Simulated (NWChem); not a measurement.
A series in which one site is exchanged, each optimised at PBE0/def2-SVP with NWChem, gas phase unless a solvent is named. def2 effective core potentials on Rb, Ag, I, Cs; no spin-orbit coupling.

A: [Ag][I] (AgI; site = Ag)
B: II (I2; site = I)
C: [I][Cs] (CsI; site = Cs)
D: [Rb][I] (RbI; site = Rb)

```csv
quantity,A,B,C,D
"orbital gap (eV), PBE0/def2-SVP",3.61,3.55,…,3.71
"vertical ionisation energy, ΔSCF, CAM-B3LYP/def2-SVP (eV)",8.97,9.69,…,7.55
"static polarisability, CAM-B3LYP/def2-SVPD (bohr³)",65.3,70.6,…,68.8
"lowest singlet excitation, CAM-B3LYP/def2-SVPD, TDA (eV)",2.76,2.22,…,3.35
```

Q: Some entries are withheld; supply them.

A: 
- orbital gap (eV), PBE0/def2-SVP, C: 3.82
- vertical ionisation energy, ΔSCF, CAM-B3LYP/def2-SVP (eV), C: 7.61
- static polarisability, CAM-B3LYP/def2-SVPD (bohr³), C: 76.0
- lowest singlet excitation, CAM-B3LYP/def2-SVPD, TDA (eV), C: 3.52
